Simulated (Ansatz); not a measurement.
Basis sets compared for the cluster K₂I. Charge 0, multiplicity 2. Geometry r2SCAN-D4/def2-TZVP. Ansatz on 4 threads of Arm Neoverse V1 on a shared host; times are rough, and most runs start from earlier orbitals.

Cartesian coordinates in Å:
```
K -0.108 2.135 0.583
K 1.225 -1.725 0.657
I -1.117 -0.410 -1.240
```

In the def2 sets I takes a core potential; there is no spin–orbit coupling. The structure comes from a short search, and lower isomers may exist.

Binding counts from free atoms (K doublet, I doublet) in the same basis, without a counterpoise term.

| level | functions | energy (Eh) | HOMO (eV) | LUMO (eV) | binding per atom (eV) | wall time |
| --- | --- | --- | --- | --- | --- | --- |
| PBE-D4/def2-SVP | 74 | -1497.0350 | -2.55 | -1.93 | 1.40 | 1.6 s |
| PBE-D4/def2-TZVP (with forces) | 116 | -1497.2016 | -2.52 | -1.87 | 1.40 | 2.2 s |
| r2SCAN-D4/def2-TZVP | 116 | -1497.6943 | -2.48 | -1.60 | 1.44 | 5.5 s |
| PBE0-D4/def2-SVP | 74 | -1497.1628 | -2.94 | -1.36 | 1.40 | 2.1 s |
| PBE0-D4/def2-TZVP | 116 | -1497.3260 | -2.92 | -1.29 | 1.41 | 8 s |

(1) Estimate the rows for PBE-D4/def2-TZVPD, r2SCAN-D4/def2-TZVPD, PBE0-D4/def2-TZVPD.

## Answers

(1) 
```tsv
level	functions	energy (Eh)	HOMO (eV)	LUMO (eV)	binding per atom (eV)	wall time
PBE-D4/def2-TZVPD	131	-1497.2022	-2.53	-1.88	1.40	2.8 s
r2SCAN-D4/def2-TZVPD	131	-1497.6949	-2.49	-1.66	1.44	7 s
PBE0-D4/def2-TZVPD	131	-1497.3266	-2.93	-1.30	1.41	3.7 s
```
